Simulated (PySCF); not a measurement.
# Y(III) with more and more SH

Computed with PySCF 2.14.0, PBE0, def2-SVP on the ligands, density fitting, scalar-relativistic core potentials, no spin-orbit coupling, vacuum. The metal has def2-SVP with ECP28. Each complex is relaxed within the symmetry of its template. Distances are means of the shortest metal–ligand contacts, charges and spins Mulliken's; removal energies are rigid, with the ligand's formal charge and no counterpoise, so too large; for an anion taken off a cation in vacuum most of it is the attraction of opposite charges, and multiply charged cations can part far more cheaply with an electron moved from ligand to metal.

**Question.** Order these by the metal–ligand distance, lowest first.
A. [Y(SH)4]−
B. [Y(SH)2]+
C. Y(SH)3

**Answer.** B (2.446), C (2.546), A (2.620).

**Question.** What else do they give?

**Answer.** 
| complex | point group | M–SH (Å) | charge on M (e) | dipole (D) | HOMO–LUMO gap (eV) | removal of one SH (eV) | strongest infrared band, degenerate modes summed (cm⁻¹) | unstable modes (below −25 cm⁻¹) |
| --- | --- | --- | --- | --- | --- | --- | --- | --- |
| [Y(SH)2]+ | C2, nearly C2v | 2.446 | 1.01 | – | 4.73 | 14.64 | 408 | 0 |
| Y(SH)3 | C1, nearly C3h | 2.546 | 0.73 | 0.11 | 5.09 | 9.25 | 344 | 0 |
| [Y(SH)4]− | S4 | 2.620 | 0.49 | – | 6.12 | 4.69 | – | not given |

The more ligands, the longer each bond and the weaker the last ligand is held.

Moved off a saddle point of the template and relaxed again: Y(SH)3. One start shape was tried for each, so a minimum needn't be the lowest isomer.
